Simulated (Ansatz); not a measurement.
Reactions of `C=CCCCC`.

Program: Ansatz. Geometries: PBE0-D4/def2-TZVP. ΔE: electronic, gas phase. CCSD(T)/CBS adds triple-zeta CCSD(T) − MP2 to the extrapolated MP2 energy (def2 sets, frozen cores). This one scheme is used for every species. One conformer a species, not always the lowest.

(1) Order these by ΔE at CCSD(T)/CBS, lowest first. (An estimate is asked.)
A. `C=CCCCC` + CH₄ → `C=CCCC` + ethane
B. `C=CCCCC` → `C/C=C(/C)CC`
C. `C=CCCCC` + H₂ → `C=CCCC` + CH₄
D. `C=CCCCC` + `C[SiH2]O` → `C=CO[SiH2]C` + `CCCC`
E. `C=CCCCC` + `CCCCCCC` → `C=CCCCCCCCCCC` + CH₄

Largest T1 diagnostic: 0.012, for `C=CO[SiH2]C`.

Results:

(1) C (-0.71 eV), B (-0.16 eV), E (-0.04 eV), A (+0.08 eV), D (+0.32 eV).
